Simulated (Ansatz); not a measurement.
Consider the hydrogenolysis of the Al–C bond: `[CH3][Al]([OH])[C](=N)Cl` + H₂ → `[CH3][AlH][OH]` + `N=CCl`.

Isolated molecules relaxed with PBE0-D4/def2-TZVP in Ansatz; ΔE leaves out vibrations. CCSD(T)/CBS adds triple-zeta CCSD(T) − MP2 to the extrapolated MP2 energy (def2 sets, frozen cores). This one scheme is used for every species. DFT in def2-TZVPP. Each species was taken in one conformer, which may not be the lowest.

`[CH3][Al]([OH])[C](=N)Cl`:

```xyz
11

C    -1.723    1.001   -0.416
Al   -0.063    0.425    0.383
O     0.615    1.187    1.732
C     0.998   -1.109   -0.302
N     2.073   -1.470    0.226
Cl    0.320   -1.961   -1.743
H    -2.147    1.863    0.105
H    -2.463    0.194   -0.402
H    -1.578    1.271   -1.466
H     1.441    0.871    2.100
H     2.526   -2.272   -0.217
```

H₂:

Cartesian coordinates in Å:
```
H 0.239 -0.167 -0.233
H -0.239 0.167 0.233
```

`[CH3][AlH][OH]`:

Cartesian coordinates in Å:
```
C 0.613 1.022 -0.430
Al -0.325 -0.642 -0.092
O -0.782 -0.978 1.512
H 1.620 0.834 -0.817
H 0.708 1.628 0.474
H 0.097 1.621 -1.188
H -0.688 -1.706 -1.216
H -1.243 -1.778 1.757
```

`N=CCl`:

Z-matrix (Å, degrees):
```
C
N 1 1.247
Cl 1 1.729 2 121.0
H 1 1.091 2 128.0 3 180.0
H 2 1.019 1 110.5 3 -180.0
```

CCSD(T)/CBS gives +11.9 kJ/mol.

Problem. Another level gave +7.3 kJ/mol. Which?
A. CCSD/def2-TZVPP
B. CAM-B3LYP/def2-TZVPP
C. r2SCANh/def2-TZVPP
D. BLYP/def2-TZVPP

Solution. D. BLYP 7.3, CAM-B3LYP -2.2, r2SCANh 11.8, CCSD/def2-TZVPP 2.2 kJ/mol.

Largest T1 diagnostic among the species: 0.013.

The D4 term adds +11.8 kJ/mol with B3LYP and +6.8 kJ/mol with PBE0; it sums over pairs of atoms, weighted by their polarisabilities, and B3LYP, whose exchange is more repulsive, gets the larger term. From PBE to PBE0 (25 % exact exchange), in def2-TZVPP and without D4, ΔE moves by −7.9 kJ/mol. Leaving LDA and LC-ωPBE aside and taking each functional with its dispersion term where it has one, the values, not all of them listed here, spread over 22.0 kJ/mol, from B97M-V to BLYP-D4.

B3LYP here is the variant with VWN-RPA as its local correlation; programs differ in this.
